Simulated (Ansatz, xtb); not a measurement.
**Relaxing a trial structure of C2H2AlGa**

The starting geometry of this gas-phase triplet was built from a drawn formula by distance geometry and a force field; its bonds are those of `[C]1[C@@H]2[AlH][Ga]12`.

```xyz
6

C     0.4519   -1.1401    1.3552
C    -0.9620   -1.4617    1.0217
Al   -1.0081   -2.3501   -0.7604
Ga   -0.3724   -0.3622   -0.2210
H    -1.3065   -2.1931    1.7803
H    -1.7667   -3.1258   -1.9516
```

Predict what becomes of its bonds when it is optimised with r2SCAN-D4/def2-SVP.

It rearranges, giving a structure given below by its coordinates. Distances that change by over a tenth: C1–C2 (1.49 → 1.28 Å), Al3–Ga4 (2.16 → 2.76 Å). Contacts that open: C2–Ga4 (1.76 → 3.19 Å). Contacts that close: C1–Al3 (2.84 → 2.22 Å).

The energy falls by 4.30 eV over 24 steps:

| step | E − E(last) (eV) |
| --- | --- |
| 1 | 4.304 |
| 4 | 1.214 |
| 6 | 1.007 |
| 9 | 0.952 |
| 11 | 0.576 |
| 14 | 0.164 |
| 16 | 0.044 |
| 19 | 0.003 |
| 21 | 0.001 |
| 24 | 0.000 |

Final geometry (Å):

```xyz
6

C    -0.0327   -1.3491    0.7866
C    -1.0066   -1.9935    1.3129
Al   -1.6076   -1.8857   -0.6761
Ga    0.3380    0.0762   -0.7060
H    -1.4408   -2.4325    2.2115
H    -1.2140   -3.0484   -1.7047
```

From the same start GFN2-xTB ends elsewhere, at `[Ga][C]1=[CH][AlH]1`.

The end wasn't checked by frequencies. Open shells are spin-unrestricted. The triplet needn't be the ground state. Run with Ansatz 0.2.0, 3.1 min on 2 threads of Arm Neoverse V1, on a shared host.
